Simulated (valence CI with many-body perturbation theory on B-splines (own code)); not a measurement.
## E1 line list for Ar IV

Method: valence CI with perturbative core correlation (CI+MBPT): five valence electrons over a frozen Dirac-Fock core [Ne], radial functions for each j: 11 s, 11 p, 10 d, 8 f, 5 g, 2 h, with the one-electron correlation potential Σ1, the two-electron term Σ2, the three-electron term Σ3, Breit, model QED; selected CI, second order for the rest, scaled by the run's own slope (own B-spline code, finite nucleus).

Set against measurement, 54 paired levels are off by 137 cm⁻¹ on average, the worst by 426. These come from a selection out of Saloman, J. Phys. Chem. Ref. Data 39, 033101 (2010). Levels without a partner in it may be off by more. Among the levels kept, up to 3700 cm⁻¹ of a level comes from second order outside the variational space, and about a tenth of that is noise between levels of different J, which matters for small intervals.

Lines 51 to 100 of 599 in falling wavelength, among levels below 44.999 eV, chosen from the strongest by gf and those to the six lowest levels. Wavelengths and rates use the calculated energies, so an error of 100 cm⁻¹ moves a line at 2802 Å by 0.28 % and its rate by three times that or more. Electric multipoles are in the length gauge, E1 and E2 with the static RPA response of the core. Weak lines are less certain than strong ones. Lines between different terms over intervals too small for the method are left out, as are lines whose strength nearly cancels. Where a level lies close to another of its J and parity, the split of strength between their lines is uncertain. The highest levels of a list are the least certain.

Names give the largest LS component (configuration and term), which can be under half, so a name can repeat, a term be missing and a line seem to break the LS rules; names also repeat where a configuration has a term twice. Letters in brackets count levels of one name in rising energy.

```csv
λ vac (Å),λ from measured levels,Upper,Lower,A (s⁻¹),S (a.u.)
2802,2798,3s2 3p2 4p 4D°_1/2,3s2 3p2 4s 4P_1/2,1.36e+08,2.94e+00
2794,2790,3s2 3p2 4p 4D°_5/2,3s2 3p2 4s 4P_3/2,1.58e+08,1.02e+01
2789,2785,3s2 3p2 4p 2F°_5/2,3s2 3p2 4s 2D_3/2,2.38e+08,1.53e+01
2782,,3s2 3p2 4d 2D_5/2 [a],3s2 3p2 4p 2P°_3/2 [b],3.72e+07,2.37e+00
2779,2777,3s2 3p2 4p 4D°_3/2,3s2 3p2 4s 4P_1/2,9.22e+07,3.91e+00
2763,2759,3s2 3p2 4p 2F°_7/2,3s2 3p2 4s 2D_5/2,2.51e+08,2.09e+01
2757,,3s2 3p2 4d 2D_3/2 [a],3s2 3p2 4p 2P°_1/2 [b],4.03e+07,1.67e+00
2744,,3s2 3p2 4d 2F_5/2 [a],3s2 3p2 4p 2D°_3/2 [b],1.48e+07,9.06e-01
2686,2683,3s2 3p2 4p 4P°_3/2,3s2 3p2 4s 4P_5/2,6.74e+07,2.58e+00
2666,,3s2 3p2 4p 2P°_1/2 [c],3s2 3p2 4s 2S_1/2,2.69e+08,5.04e+00
2654,,3s2 3p2 4p 2P°_3/2 [c],3s2 3p2 4s 2S_1/2,2.71e+08,1.00e+01
2644,2641,3s2 3p2 4p 4P°_5/2,3s2 3p2 4s 4P_5/2,2.00e+08,1.10e+01
2644,,3s2 3p2 4d 2F_7/2 [a],3s2 3p2 4p 2D°_5/2 [b],2.32e+07,1.69e+00
2636,,3s2 3p2 4p 2D°_5/2 [b],3s2 3p2 4s 2D_5/2,2.17e+08,1.18e+01
2630,,3s2 3p2 4p 2D°_3/2 [b],3s2 3p2 4s 2D_3/2,1.88e+08,6.74e+00
2629,,3s2 3p2 4p 2D°_3/2 [b],3s2 3p2 4s 2D_5/2,4.22e+07,1.51e+00
2619,2616,3s2 3p2 4p 4P°_1/2,3s2 3p2 4s 4P_3/2,2.58e+08,4.58e+00
2616,,3s2 3p2 4p 2P°_1/2 [a],3s2 3p2 3d 2D_3/2 [c],3.45e+07,6.09e-01
2611,2609,3s2 3p2 4p 4P°_3/2,3s2 3p2 4s 4P_3/2,8.50e+07,2.99e+00
2610,2609,3s2 3p2 4p 2P°_1/2 [a],3s2 3p2 4s 2P_3/2,7.84e+07,1.38e+00
2601,2600,3s2 3p2 4p 2P°_3/2 [a],3s2 3p2 4s 2P_3/2,2.06e+08,7.17e+00
2591,,3s2 3p2 4d 2F_5/2 [a],3s2 3p2 4p 2F°_5/2,1.08e+07,5.56e-01
2576,,3s2 3p2 4p 2P°_3/2 [a],3s2 3p2 3d 2D_5/2 [c],2.16e+07,7.30e-01
2572,2570,3s2 3p2 4p 4P°_1/2,3s2 3p2 4s 4P_1/2,4.05e+07,6.80e-01
2571,2569,3s2 3p2 4p 4P°_5/2,3s2 3p2 4s 4P_3/2,6.14e+07,3.09e+00
2564,2563,3s2 3p2 4p 4P°_3/2,3s2 3p2 4s 4P_1/2,1.30e+08,4.32e+00
2527,2526,3s2 3p2 4p 2P°_1/2 [a],3s2 3p2 4s 2P_1/2,1.62e+08,2.58e+00
2527,,3s2 3p2 4d 2F_7/2 [a],3s2 3p2 4p 2F°_7/2,1.46e+07,9.33e-01
2522,2514,3s2 3p2 4p 4S°_3/2,3s2 3p2 4s 4P_5/2,2.29e+08,7.24e+00
2521,2519,3s2 3p2 4p 2D°_5/2 [a],3s2 3p2 4s 4P_5/2,3.68e+07,1.75e+00
2518,2518,3s2 3p2 4p 2P°_3/2 [a],3s2 3p2 4s 2P_1/2,4.95e+07,1.56e+00
2456,2448,3s2 3p2 4p 4S°_3/2,3s2 3p2 4s 4P_3/2,6.84e+07,2.00e+00
2415,2408,3s2 3p2 4p 4S°_3/2,3s2 3p2 4s 4P_1/2,1.93e+07,5.37e-01
2376,,3s2 3p2 4d 2D_3/2 [a],3s2 3p2 4p 2D°_3/2 [b],5.98e+07,1.58e+00
2367,,3s2 3p2 4d 2D_5/2 [a],3s2 3p2 4p 2D°_3/2 [b],1.50e+07,5.89e-01
2362,,3s2 3p2 4d 2D_5/2 [a],3s2 3p2 4p 2D°_5/2 [b],7.40e+07,2.89e+00
2317,2292,3s2 3p2 4p 2D°_3/2 [a],3s2 3p2 3d 2F_5/2 [b],3.62e+07,8.89e-01
2282,,3s2 3p2 4p 2P°_1/2 [b],3s2 3p2 4s 2D_3/2,3.40e+08,3.99e+00
2280,,3s2 3p2 4d 2P_3/2 [a],3s2 3p2 4p 2P°_3/2 [a],2.09e+08,4.89e+00
2273,,3s2 3p2 4d 2P_3/2 [a],3s2 3p2 4p 2P°_1/2 [a],5.52e+07,1.28e+00
2257,,3s2 3p2 4d 2D_3/2 [b],3s2 3p2 4p 2P°_3/2 [b],2.22e+07,5.04e-01
2256,,3s2 3p2 4p 2P°_3/2 [b],3s2 3p2 4s 2D_3/2,6.56e+07,1.49e+00
2255,,3s2 3p2 4p 2P°_3/2 [b],3s2 3p2 4s 2D_5/2,2.90e+08,6.56e+00
2251,2226,3s2 3p2 4p 2D°_5/2 [a],3s2 3p2 3d 2F_7/2 [b],3.54e+07,1.20e+00
2246,,3s2 3p2 4d 2P_1/2 [a],3s2 3p2 4p 2P°_3/2 [a],6.51e+07,7.27e-01
2245,,3s2 3p2 4d 2D_5/2 [b],3s2 3p2 4p 2P°_3/2 [b],3.06e+08,1.02e+01
2239,,3s2 3p2 5s 2P_1/2,3s2 3p2 4p 2P°_3/2 [b],6.82e+07,7.56e-01
2239,,3s2 3p2 4d 2P_1/2 [a],3s2 3p2 4p 2P°_1/2 [a],1.44e+08,1.59e+00
2232,,3s2 3p2 4d 4P_3/2,3s2 3p2 4p 2P°_3/2 [a],3.64e+07,7.99e-01
2232,,3s2 3p2 4d 2D_3/2 [b],3s2 3p2 4p 2P°_1/2 [b],2.32e+08,5.08e+00
```
